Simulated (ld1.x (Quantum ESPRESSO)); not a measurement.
cobalt, RRKJ: configuration errors across variants

ld1.x (Quantum ESPRESSO) 7.5 input, shortened:

```
&input
   title='Co', zed=27., rel=1, dft='PZ', iswitch=3,
   config='[Ar] 3d7 4s2 4p0 4f-2'
 /
 &inputp
   pseudotype=2, tm=.false., lloc=0,
   nlcc=.false.
 /
4
3P  2  1   6.00   0.00  0.90  0.90  0.0
3D  3  2   7.00   0.00  1.25  1.25  0.0
4F  4  3  -2.00   0.35  2.35  2.35  0.0
4S  1  0   2.00   0.00  2.25  2.25  0.0
 &test
   configts(1)='3p6 3d7 4s2 4p0'
 /
```

All-electron excitation energies from the reference (eV): (1) 3p6 3d7 4s1 4p0 9.296; (2) 3p6 3d7 4s0 4p0 26.380; (3) 3p6 3d6 4s0 4p0 62.569; (4) 3p6 3d6 4s2 4p0 15.460; (5) 3p6 3d7.5 4s1.5 4p0 -0.980; (6) 3p6 3d8 4s1 4p0 -1.239; (7) 3p5 3d7 4s2 4p0 73.421; (8) 3p6 3d7 4s2 4p0 spin -1.983; (9) 3p6 3d7 4s1 4p0 spin 6.717.

Spin tests fill each open shell by Hund’s rule, majority spin first.

Errors AE − PS in meV (a dash: test not solved or not reliable):

| change | (1) | (2) | (3) | (4) | (5) | (6) | (7) | (8) | (9) | bound ghosts |
| --- | --- | --- | --- | --- | --- | --- | --- | --- | --- | --- |
| base | -4.9 | -33 | -214 | -216 | -51 | -178 | -535 | +395 | +386 | none |
| wave 3d (bound): rc 1.25 bohr becomes 3d (bound): rc 0.80 bohr | -6.6 | -42 | -238 | -275 | -60 | -205 | -412 | +469 | +454 | none |
| wave 3d (bound): rc 1.25 bohr becomes 3d (bound): rc 0.92 bohr | -6.4 | -41 | -235 | -268 | -59 | -202 | -422 | +458 | +443 | none |
| wave 3d (bound): rc 1.25 bohr becomes 3d (bound): rc 1.12 bohr | -5.7 | -37 | -225 | -245 | -55 | -191 | -469 | +425 | +413 | none |
| wave 3d (bound): rc 1.25 bohr becomes 3d (bound): rc 1.22 bohr | -5.1 | -34 | -217 | -223 | -52 | -181 | -518 | +401 | +392 | none |
| wave 3d (bound): rc 1.25 bohr becomes 3d (bound): rc 1.48 bohr | -3.0 | -22 | -181 | -142 | -39 | -141 | -706 | +346 | +347 | none |
| wave 3d (bound): rc 1.25 bohr becomes 3d (bound): rc 1.62 bohr | -1.8 | -15 | -158 | -92 | -31 | -116 | -814 | +324 | +331 | none |
| wave 3d (bound): rc 1.25 bohr becomes 3d (bound): rc 1.74 bohr | -0.6 | -8.5 | -125 | -27 | -20 | -81 | -945 | +301 | +317 | none |
| wave 3d (bound): rc 1.25 bohr becomes 3d (bound): rc 1.84 bohr | +0.3 | -4.4 | -95 | +26 | -11 | -52 | -1043 | +285 | +309 | none |

Give the same row for: wave 3d (bound): rc 1.25 bohr becomes 3d (bound): rc 1.34 bohr.

-4.2, -29, -203, -190, -47, -165, -595, +375, +369; bound ghosts: none.
